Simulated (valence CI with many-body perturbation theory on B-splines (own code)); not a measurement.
## Ta XXXIV: magnetic and hyperfine properties of the levels

Calculated by relativistic CI+MBPT: four valence electrons over a frozen Dirac-Fock core [Kr], radial functions for each j: 9 s, 9 p, 10 d, 8 f, 5 g, 3 h, 1 i, with the one-electron correlation potential Σ1 (screened to all orders), the two-electron term Σ2, the three-electron term Σ3, Breit, model QED; selected single and double excitations, second order for the rest (own B-spline code, finite nucleus).

The last digits are not significant, and no measured levels were compared; by estimate large intervals hold to a few tenths of a per cent, small ones and those within an open d or f shell to about a per cent. Only levels of the ground parity were solved; by the run's estimate the other parity begins above the list, which can be wrong where configurations are misplaced.

A/g_I is the dipole constant over the nuclear g factor μ/I (μ in nuclear magnetons, uniformly magnetised nucleus), B/Q the quadrupole constant per barn. Both hold the static response of the core; the bare values leave it out. Large factors of s and p1/2 electrons are usually good to 5 to 10 %; those of open d and f shells near neutrality can be off by tens of per cent, and small factors of p3/2, d and f electrons come from cancelling terms and can be off by a factor of two or in sign, in half-filled shells by more. B is blank for J = 1/2, where it vanishes, and for nearly pure S terms. Energies count from the lowest level. Levels with J = 0 are left out.

Levels are named by their leading jj configuration (3d3/2^4 stands for four electrons in 3d with j = 3/2), which in mixed levels can hold well under half, so a name can repeat and another be missing. Letters in brackets count levels of one name in rising energy.

```csv
Level,E (cm⁻¹),g,A/g_I (MHz),A/g_I bare,B/Q (MHz/b),B/Q bare
(4d3/2^3 4d5/2) J=1,106500,1.497,-2070,-1100,4890,4690
(4d3/2^3 4d5/2) J=4,145260,1.084,14300,14200,611,483
(4d3/2^3 4d5/2) J=2,146040,1.265,8380,8760,11300,10900
(4d3/2^3 4d5/2) J=3,157610,1.167,12300,12400,8350,8010
(4d3/2^2 4d5/2^2) J=2 [a],247180,1.197,5330,5590,9570,9230
(4d3/2^2 4d5/2^2) J=4 [a],250600,1.156,11400,11500,-5970,-5810
(4d3/2^2 4d5/2^2) J=3 [a],254930,1.144,9840,9950,2060,1980
(4d3/2^2 4d5/2^2) J=5,269750,1.083,13100,13100,12500,12000
(4d3/2^2 4d5/2^2) J=1,279080,1.126,14700,14700,1340,1270
(4d3/2^2 4d5/2^2) J=6,280500,1.080,13900,13900,15200,14600
(4d3/2^2 4d5/2^2) J=3 [b],292890,1.096,14600,14600,4010,3860
(4d3/2^2 4d5/2^2) J=4 [b],293690,1.032,15100,14900,-4580,-4360
(4d3/2^2 4d5/2^2) J=2 [b],297170,1.093,13300,13300,5260,5050
(4d3/2^2 4d5/2^2) J=2 [c],334280,0.999,18200,17900,-1980,-1930
(4d3/2^2 4d5/2^2) J=4 [c],345220,1.212,9760,10000,23200,22400
(4d3/2^2 4d5/2^2) J=2 [d],379400,1.177,12200,12400,-5650,-5400
(4d3/2 4d5/2^3) J=4 [a],390200,1.135,9890,9960,-11000,-10600
(4d3/2 4d5/2^3) J=3 [a],391220,1.171,7710,7880,1710,1690
(4d3/2 4d5/2^3) J=1 [a],405890,0.934,14100,13700,5930,5680
(4d3/2 4d5/2^3) J=5,409040,1.143,11300,11400,-8600,-8300
(4d3/2 4d5/2^3) J=6,413200,1.079,13000,13000,17600,17000
(4d3/2 4d5/2^3) J=2 [a],433130,1.056,14700,14600,11800,11300
(4d3/2 4d5/2^3) J=3 [b],439070,1.090,12800,12800,4550,4440
(4d3/2 4d5/2^3) J=1 [b],479900,1.431,2070,2860,-9050,-8680
(4d3/2 4d5/2^3) J=3 [c],479970,1.061,14200,14000,19000,18300
(4d3/2 4d5/2^3) J=4 [b],485660,1.045,14400,14200,17500,16900
(4d3/2 4d5/2^3) J=2 [b],495140,1.116,12700,12700,-22000,-21100
(4d5/2^4) J=4,551140,1.160,9450,9580,-16500,-15900
(4d5/2^4) J=2,583750,1.067,10400,10300,8980,8630
```

(1) Take the isotope of mass number 181, with I = 7/2, μ = 2.365 μN and Q = 3.17 b. What is the hyperfine structure of (4d3/2^3 4d5/2) J=4?

Results:

(1) From the table A = 9660 MHz, B = 1940 MHz. Shifts from the centre of gravity in MHz: F = 1/2: -168000, F = 3/2: -154000, F = 5/2: -130000, F = 7/2: -96600, F = 9/2: -53500, F = 11/2: -520, F = 13/2: 62500, F = 15/2: 136000.
